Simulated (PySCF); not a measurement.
Rigid-rotor lines calculated for a species of formula C2H4ClF3Si (commonest isotopes; PySCF 2.14.0, PBE0-D3(BJ)/def2-SVP geometry optimisation, gas phase), labelled J(Ka,Kc):

| transition | MHz |
| --- | --- |
| 1(0,1) ← 0(0,0) | 2186.9 |
| 2(1,1) ← 1(1,0) | 4428.0 |
| 2(1,2) ← 1(1,1) | 4319.5 |
| 2(0,2) ← 1(0,1) | 4372.2 |
| 1(1,1) ← 0(0,0) | 3587.1 |

Find the rotational constants.

1(0,1) ← 0(0,0) is B + C, 2(1,1) ← 1(1,0) is 3B + C and 2(1,2) ← 1(1,1) is B + 3C, so B − C is half the difference of the last two, 54.2 MHz. 1(1,1) ← 0(0,0) is A + C. A = 2520.8, B = 1120.6, C = 1066.3 MHz.

What moments of inertia, asymmetry and inertial defect follow?

I = 505379 MHz·u·Å² over each constant: Ia = 200.48, Ib = 451.01, Ic = 473.94 u·Å²; κ = (2B − A − C)/(A − C) = -0.925 (near-prolate asymmetric top); Δ = Ic − Ia − Ib = -177.54 u·Å².

Which dipole components do these lines need?

μa and μb (a-type: ΔKa even, ΔKc odd; b-type: both odd). The calculation gives |μa| = 1.28 D, |μb| = 1.19 D, |μc| = 1.49 D.

Where do these fall, and of which type are they? 2(2,1) ← 2(1,2); 3(3,1) ← 3(2,2); 2(1,2) ← 1(0,1); 2(2,1) ← 2(1,1); 3(1,2) ← 2(2,1); 3(2,2) ← 2(1,2); 2(0,2) ← 1(1,1); 3(1,3) ← 2(1,2); 2(2,0) ← 2(1,1); 2(2,1) ← 1(1,0); 3(1,2) ← 3(0,3); 3(1,3) ← 3(0,3).

| transition | MHz | type | branch |
| --- | --- | --- | --- |
| 3(1,3) ← 3(0,3) | 1271 | c | Q |
| 3(1,2) ← 3(0,3) | 1597 | b | Q |
| 3(1,2) ← 2(2,1) | 2440 | b | R |
| 2(0,2) ← 1(1,1) | 2972 | b | R |
| 2(2,1) ← 2(1,1) | 4201 | c | Q |
| 2(2,0) ← 2(1,1) | 4202 | b | Q |
| 2(2,1) ← 2(1,2) | 4363 | b | Q |
| 2(1,2) ← 1(0,1) | 5720 | b | R |
| 3(1,3) ← 2(1,2) | 6478 | a | R |
| 3(3,1) ← 3(2,2) | 7138 | b | Q |
| 2(2,1) ← 1(1,0) | 8629 | b | R |
| 3(2,2) ← 2(1,2) | 10924 | c | R |

Which structure gave them?

`FC(F)[C@@H](F)[SiH2]Cl`, point group C1. Three constants can't fix a structure by themselves; this is the one that was computed:
```xyz
11
C2H4ClF3Si angstrom
F     -1.185   -0.285   -1.532
C     -1.415   -0.046   -0.225
F     -1.721    1.262   -0.091
C     -0.186   -0.333    0.611
F     -0.062   -1.695    0.779
Si     1.453    0.364   -0.092
Cl     2.124   -0.849   -1.612
H     -2.275   -0.662    0.094
H     -0.366    0.130    1.599
H      1.243    1.750   -0.585
H      2.453    0.331    1.009
```

The values belong to one conformer (point group C1) with, in the numbering `[F:1][CH:2]([F:3])[C@@H:4]([F:5])[SiH2:6][Cl:7]`, F1–C2–C4–F5 -77°, C2–C4–Si6–Cl7 -78°. Whether it is a minimum is left open (no frequencies). Constants of a rigid frame at the computed geometry: no zero-point averaging, no centrifugal distortion. Quadrupole hyperfine structure (35Cl) is left out.
